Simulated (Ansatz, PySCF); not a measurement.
Complex: N2 (SMILES N#N) (first 2 atoms) with CH2O (SMILES C=O); geometry from B3LYP-D3(BJ)/def2-TZVP, rigid monomers moved along the line of their centres of mass till N2···C3 is 3.66 Å.
(charge 0, multiplicity 1):
```xyz
6

N     -0.343     0.106    -0.856
N      0.265    -0.081     0.030
C      0.571    -0.258     3.677
O     -0.475     0.010     4.198
H      0.840    -1.295     3.397
H      1.328     0.515     3.443
```

Monomers are frozen at their geometry in the pair; levels with a basis set take the counterpoise correction.

Correlated levels freeze the cores. CBS: X⁻³ extrapolation of the correlation energy, Hartree–Fock from the larger set.

The values were computed with Ansatz (a first-principles code) with Gaussian orbitals; PySCF for the dispersion terms. 

PBE/def2-TZVPPD gives -1.9 kJ/mol for the interaction energy.

Q: How do the other levels lie against it? Give each less PBE: PBE-D3(BJ)/def2-TZVPPD, r2SCAN/def2-TZVPPD, PBE0/def2-TZVPPD, wB97M-V/def2-TZVPPD, MP2/CBS(aug-cc-pVDZ, aug-cc-pVTZ), CCSD(T)/CBS(aug-cc-pVDZ, aug-cc-pVTZ).

A: PBE-D3(BJ)/def2-TZVPPD -1.3; r2SCAN/def2-TZVPPD 0.2; PBE0/def2-TZVPPD 0.3; wB97M-V/def2-TZVPPD -0.5; MP2/CBS(aug-cc-pVDZ, aug-cc-pVTZ) -0.9; CCSD(T)/CBS(aug-cc-pVDZ, aug-cc-pVTZ) -0.6 kJ/mol. 2 of 6 lie above PBE; the widest gap is to PBE-D3(BJ)/def2-TZVPPD.
